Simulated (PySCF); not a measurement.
AlFHI, SMILES [F][AlH][I].

The structure is a stationary point at B3LYP-D3(BJ)/def2-TZVP. The def2 effective core potentials stand for the cores of I; spin–orbit coupling is left out.

Computed with PySCF 2.14.0 with C-PCM-PBE0/def2-SVP.

The values are the electrostatic part of the solvation free energy, E(continuum) − E(gas) at the gas-phase geometry, in a cavity of scaled van der Waals radii (PySCF's table); cavitation and dispersion terms are not included. A continuum can't describe solvent molecules that bind to the metal. In vacuum the orbital gap is 6.62 eV. The dipole moment in vacuum is 1.17 D.

Q: Estimate the values in water (ε = 78.36), methanol (ε = 32.61), dimethylsulfoxide (ε = 46.83). (The exact figures need the calculation; the answer reports its results.)

A: 
| solvent | ε | ΔG(elec) (kcal/mol) | dipole (D) | gap (eV) |
|---|---|---|---|---|
| water | 78.36 | -6.0 | 1.51 | 7.15 |
| methanol | 32.61 | -5.9 | 1.50 | 7.14 |
| dimethylsulfoxide | 46.83 | -5.9 | 1.51 | 7.14 |
